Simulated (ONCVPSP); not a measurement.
# Pseudopotential generation for Mo: ONCV, PBE, fully relativistic.

* Element: Mo (Z = 42)
* Generator: ONCVPSP 4.0.1
* Type: optimised norm-conserving Vanderbilt (ONCV)
* Functional: PBE
* Relativity: fully relativistic
* Frozen core: [Ar] 3d10
* Valence charge: 14
* Reference configuration: 4s2 4p6 4d5 5s1
* Partial waves: 4s+5s: rc 1.95 bohr, ncon 3, nbas 6, qcut 8.4 1/bohr, 2 projectors; 4p: rc 1.50 bohr, ncon 4, nbas 7, qcut 12.3 1/bohr, 3 projectors, debl 3.7 Ha; 4d: rc 1.50 bohr, ncon 5, nbas 8, qcut 6.8 1/bohr, local
* Local potential: the d channel
* Core correction: Teter function, fcfact 5.25, rcfact 1.5

Open shells are filled in proportion to 2j + 1.

Poles of the logarithmic derivatives, all-electron (AE) and pseudo (PS). s: poles at -2.2, 4.1 (AE) and -2.2, 4.0 (PS) Ha. p3/2: poles at 0.1 (AE) and 0.1 (PS) Ha. p1/2: poles at -0.1 (AE) and -0.1 (PS) Ha. d5/2: poles at 2.2 (AE) and 2.2 (PS) Ha. d3/2: poles at 2.1 (AE) and 2.2 (PS) Ha. Test radii: s 1.98, p3/2 1.53, p1/2 1.53, d5/2 1.53, d3/2 1.53 bohr.

- Cutoffs needed: 37 Ha and 45 Ha (the cutoffs (Ha) at which the residual kinetic energy of the hardest occupied pseudo-wave falls to 1 and 0.1 mHa per electron)
- Ghost test: no bound ghost flagged; no localised positive-energy state flagged
- Largest excitation error: +4.7 meV (all-electron minus pseudo) for 4s2 4p6 4d3 5s0, out of 4 test configurations
- rms error of d²Exc/dni dnj: 6.91 mHa without and 2.77 mHa with the model core
